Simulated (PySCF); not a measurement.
ammonia borane (BH6N), SMILES [BH3-][NH3+]. The structure is a stationary point at B3LYP-D3(BJ)/def2-TZVP.

The numbers are results of PySCF with B3LYP-D3(BJ)/def2-TZVP, not measurements.

Harmonic wavenumbers (cm⁻¹): 267, 648, 652, 652, 1068, 1069, 1190, 1190, 1194, 1331, 1668, 1668, 2437, 2491, 2491, 3449, 3548, 3548. Rotational constants (GHz): 73.85, 17.76, 17.76; symmetry number 3.

### Question
Work out the zero-point energy and the ideal-gas rigid-rotor harmonic-oscillator thermochemistry at 298.15 K and 1 atm.

### Answer
ZPE = ½ Σ hcν = ½ × 30562 cm⁻¹ = 182.80 kJ/mol. H − E(el) = 195.31 kJ/mol. Entropy in J/(mol K): translation 151.52, rotation 75.22, vibration 12.69, total 239.43. G − E(el) = 123.93 kJ/mol. Cp = 58.28 J/(mol K).
